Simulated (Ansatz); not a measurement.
`C#[C][Sn]([Cl])([Cl])[Cl]` + HBr → `[Cl][Sn]([Cl])([Cl])[Br]` + acetylene at 600 K and 1 bar (ligand exchange at the Sn–C bond).

Isolated molecules relaxed with PBE0-D4/def2-TZVP in Ansatz; ΔE leaves out vibrations. CCSD(T)/CBS is the MP2 limit (def2-TZVPP, def2-QZVPP) plus CCSD(T) − MP2 in def2-TZVPP, frozen cores. This one scheme is used for every species. def2 core potentials past Kr. For Br, Sn outer-core shells are correlated without core-valence functions, which leaves a few kJ/mol of doubt a bond. Scalar relativity is left out up to krypton.

```
                    species  CCSD(T)/CBS energy (Eh)  H − E (kJ/mol)  S (J/(mol·K))
`C#[C][Sn]([Cl])([Cl])[Cl]`              -1670.14099           123.2          489.4
                        HBr              -2573.91920            33.5          219.1
 `[Cl][Sn]([Cl])([Cl])[Br]`              -4166.86464            66.3          463.2
                      `C#C`                -77.22717            96.2          235.4
```

H − E and S are ideal-gas, rigid-rotor, harmonic terms from PBE0-D4/def2-TZVP. 1 Eh = 2625.50 kJ/mol, R = 8.31446 J/(mol·K).

**Question.** By hand: ΔE, ΔH, ΔS and ΔG.

**Answer.** ΔE = (-4166.86464) + (-77.22717) − (-1670.14099) − (-2573.91920) = -0.03162 Eh = -83.0 kJ/mol. Δ(H − E) = 66.3 + 96.2 − 123.2 − 33.5 = 5.8, so ΔH = -77.2 kJ/mol. ΔS = 463.2 + 235.4 − 489.4 − 219.1 = -9.9 J/(mol·K). ΔG = -77.2 − 600 × (-9.9)/1000 = -71.3 kJ/mol.

**Question.** By hand: the equilibrium constant, and the temperature at which ΔG would vanish if ΔH and ΔS stayed fixed.

**Answer.** log₁₀ K = −ΔG/(RT ln 10) = 6.2. ΔG = 0 at ΔH/ΔS = 7798 K, far beyond where these terms or the molecules hold.

The number of gas molecules stays the same, so ΔS is small and ΔH decides. A doubt of 5 kJ/mol in ΔE shifts log₁₀ K by 0.4 here. These are equilibria of isolated gas molecules and say nothing of rates. Largest T1 diagnostic: 0.013 (customary marks: 0.02 for closed shells, 0.045 for open ones).
